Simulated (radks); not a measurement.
Ti3+, configuration [Ne] 3s2 3p5.75 3d1 4s0.25 (fractional occupations, a model configuration). All-electron calculation, scalar-relativistic Kohn-Sham, PBE, spin-polarised, spherical densities, finite nucleus; open shells are filled with parallel spins first; Fermi nuclear charge, rms radius 3.5921 fm. Program: a radial shooting solver on a logarithmic mesh with Libxc functionals.

Normalised radial functions P(r) = r R(r), r in bohr:

r	3s up	4s up
0.004356	0.0920	0.0368
0.004991	0.1037	0.0415
0.005672	0.1158	0.0463
0.006447	0.1291	0.0516
0.007327	0.1436	0.0574
0.008395	0.1602	0.0640
0.009541	0.1770	0.0707
0.01084	0.1947	0.0778
0.01242	0.2145	0.0857
0.01412	0.2337	0.0934
0.01605	0.2530	0.1011
0.01824	0.2720	0.1087
0.0209	0.2911	0.1163
0.02375	0.3070	0.1227
0.02699	0.3199	0.1278
0.03068	0.3285	0.1312
0.03515	0.3313	0.1322
0.03995	0.3261	0.1301
0.0454	0.3115	0.1241
0.0516	0.2856	0.1137
0.05912	0.2439	0.0969
0.0672	0.1899	0.0751
0.07637	0.1208	0.0473
0.0875	0.0312	0.0112
0.09945	-0.0666	-0.0280
0.113	-0.1739	-0.0710
0.1285	-0.2853	-0.1155
0.1472	-0.3994	-0.1607
0.1673	-0.4928	-0.1973
0.1901	-0.5610	-0.2231
0.2161	-0.5922	-0.2333
0.2475	-0.5729	-0.2221
0.2814	-0.4970	-0.1875
0.3198	-0.3622	-0.1285
0.3664	-0.1585	-0.0415
0.4164	0.0778	0.0571
0.4732	0.3380	0.1620
0.5379	0.5971	0.2604
0.6162	0.8410	0.3415
0.7004	1.0135	0.3804
0.796	1.1098	0.3705
0.9047	1.1213	0.3057
1.036	1.0455	0.1784
1.178	0.9094	0.0145
1.339	0.7362	-0.1740
1.522	0.5532	-0.3639
1.743	0.3746	-0.5402
1.982	0.2377	-0.6591
2.252	0.1374	-0.7169
2.58	0.0685	-0.7058
2.932	0.0315	-0.6341
3.333	0.0127	-0.5211
3.788	0.0044	-0.3899
4.34	0.0012	-0.2560
4.933	0.0003	-0.1529
5.606	0.0001	-0.0802
6.372	0.0000	-0.0365
7.3	0.0000	-0.0133
8.297	0.0000	-0.0043

3s up: eigenvalue -97.847 eV, 2 radial nodes at r = 0.0913, 0.400 bohr, <r> = 0.988 bohr, 90 % of the charge inside 1.47 bohr. 4s up: eigenvalue -27.626 eV, 3 radial nodes at r = 0.0909, 0.387, 1.19 bohr, <r> = 2.60 bohr, 90 % of the charge inside 3.75 bohr.
